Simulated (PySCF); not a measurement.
Sn(F)3(SH), SMILES [F][Sn]([F])([SH])[F] (CAM-B3LYP/def2-SVP optimised geometry):

```
6

F     -1.225     0.915     0.000
Sn    -0.686    -0.915     0.000
F      1.225    -0.915     0.000
F     -1.231    -1.547    -1.716
S     -1.472    -2.198     1.826
H     -0.198    -2.434     2.214
```

Computed with CAM-B3LYP/def2-TZVP, def2 effective core potentials past Kr run with PySCF.

Q: What are the frontier orbital energies and the dipole moment?

A: HOMO-2 -13.22 eV, HOMO-1 -11.92 eV, HOMO -10.38 eV, LUMO -2.15 eV, LUMO+1 0.18 eV; dipole moment 3.31 D.

On the same geometry PBE/def2-TZVP, def2 effective core potentials past Kr in PySCF gives HOMO-2 -9.52 eV, HOMO-1 -9.14 eV, HOMO -7.66 eV, LUMO -4.06 eV, LUMO+1 -1.68 eV; dipole moment 3.07 D.
